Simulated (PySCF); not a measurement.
Cd(NH2)(SMe) (CH₅CdNS), SMILES [NH2][Cd][S]C.

Geometry optimised at PBE0-D3(BJ)/def2-SVP. The structure was generated by enumeration; whether it is a known compound was not checked. The def2 effective core potentials stand for the cores of Cd; spin–orbit coupling is left out. Other conformers were not sampled.

Two levels are set side by side: PBE/def2-TZVP (PySCF) and ωB97X/def2-TZVP (PySCF). Same geometry, gas phase. Differences are taken from unrounded values.

```csv
quantity,ωB97X,PBE,PBE minus ωB97X
orbital gap (eV),9.87,3.67,-6.20
highest occupied level (eV),-8.86,-5.35,3.51
lowest empty level (eV),1.01,-1.67,-2.69
dipole moment (D),0.96,0.90,-0.05
mean polarisability (bohr³),69.0,75.4,6.4
```

Without exact exchange PBE keeps part of each electron's self-repulsion, which lifts occupied levels and narrows the gap. Loosely held outer electrons make PBE densities more polarisable. Differences between two approximate levels are no errors against the true value.

Rough cost on one machine, each run with all the roots and properties that it gave: ωB97X against PBE within a factor of 2.
